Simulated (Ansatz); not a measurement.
Basis-set series for `C#C[Si](F)(F)[GaH2]`. The species carries charge 0 and has multiplicity 1. All single points use the PBE0-D4/def2-TZVP geometry.

| functional | basis | functions | energy (Eh) | HOMO (eV) | LUMO (eV) |
| --- | --- | --- | --- | --- | --- |
| PBE0-D4 | def2-TZVPP | 256 | -2491.58172 | -7.96 | -2.55 |
| PBE0-D4 | def2-QZVPP | 477 | -2491.65087 | -7.97 | -2.57 |
| ωB97M-V | def2-TZVPP | 256 | -2492.04259 | -10.01 | -0.79 |
| ωB97M-V | def2-QZVPP | 477 | -2492.10874 | -10.02 | -0.86 |

Give the rows for def2-SVP. (Estimate.)

Ansatz gave: 
```
functional     basis  functions  energy (Eh)  HOMO (eV)  LUMO (eV)
   PBE0-D4  def2-SVP        121  -2490.88202      -7.90      -2.51
   ωB97M-V  def2-SVP        121  -2491.33605      -9.92      -0.73
```

Scalar relativity is left out up to krypton.
